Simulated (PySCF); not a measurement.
Cl4Ge, charge -1, multiplicity 2. Atoms are numbered in the order given.

```xyz
5

Ge     0.0000     0.0000     0.2116
Cl     0.0000     2.2395     1.0183
Cl    -1.7453     0.0000    -1.2175
Cl     0.0000    -2.2395     1.0183
Cl     1.7453     0.0000    -1.2175
```
Charge -1, spin multiplicity 2.

The structure is a stationary point at PBE0-D3(BJ)/def2-SVPD.

Method: PBE0-D3(BJ)/def2-SVPD (PySCF).

Frequencies are harmonic and unscaled.

```tsv
mode	ν (cm⁻¹)	IR (km/mol)	moving atoms (share of kinetic energy)
1	47	0.8	Cl 89 %, Ge 11 %
2	60	1.0	Cl 76 %, Ge 24 %
3	99	0.0	Cl 100 %
4	112	3.3	Cl 93 %
5	126	0.8	Cl 84 %, Ge 16 %
6	257	17.3	Cl 94 %
7	267	191.8	Ge 59 %, Cl 41 %
8	340	74.6	Cl 66 %, Ge 34 %
9	342	112.0	Cl 58 %, Ge 42 %
```
